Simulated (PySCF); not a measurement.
## ZrH₄ + 2 F₂ → ZrHF + 3 HF

Level: PBE0 in the def2-TZVP basis family, computed in PySCF with density fitting; scalar-relativistic core potentials for atoms from Rb on, none lighter, no spin–orbit coupling; open shells unrestricted.

```json
{"species": "ZrH₄", "state and structure": "singlet, Td, Zr–H 1.844 Å (×4)", "E (Eh)": "-49.33149", "ZPE (kJ/mol)": "57.8", "H(298 K) − H(0) (kJ/mol)": "12.3", "S° (J/(mol K))": "231.8"}
{"species": "F₂", "state and structure": "singlet, D∞h, F–F 1.376 Å", "E (Eh)": "-199.40856", "ZPE (kJ/mol)": "6.6", "H(298 K) − H(0) (kJ/mol)": "8.7", "S° (J/(mol K))": "201.9"}
{"species": "ZrHF", "state and structure": "triplet, Cs, Zr–F 1.890 Å, Zr–H 1.862 Å; F–Zr–H 118.4°", "E (Eh)": "-147.40893", "ZPE (kJ/mol)": "16.1", "H(298 K) − H(0) (kJ/mol)": "11.1", "S° (J/(mol K))": "268.6"}
{"species": "HF", "state and structure": "singlet, C∞v, H–F 0.920 Å", "E (Eh)": "-100.39188", "ZPE (kJ/mol)": "24.9", "H(298 K) − H(0) (kJ/mol)": "8.7", "S° (J/(mol K))": "173.6"}
```

Q: What is the electronic reaction energy?

A: At PBE0/def2-TZVP, ΔE = -1144.6 kJ/mol from the differences of the total energies times 2625.5, downhill. 

Q: Add zero-point, thermal and entropy terms for 298.15 K and 1 bar.

A: ΔZPE = 19.8 and Δ[H(298) − H(0)] = 7.5 kJ/mol give ΔH° = -1117.3 kJ/mol. ΔS° = 153.8 J/(mol K), so ΔG° = -1117.3 − 298.15 × (0.1538) = -1163 kJ/mol.

Open d or f shells are single determinants, so the state found may not be the ground state. Each species is the lowest minimum found with this bonding; other isomers or fragments can lie lower.
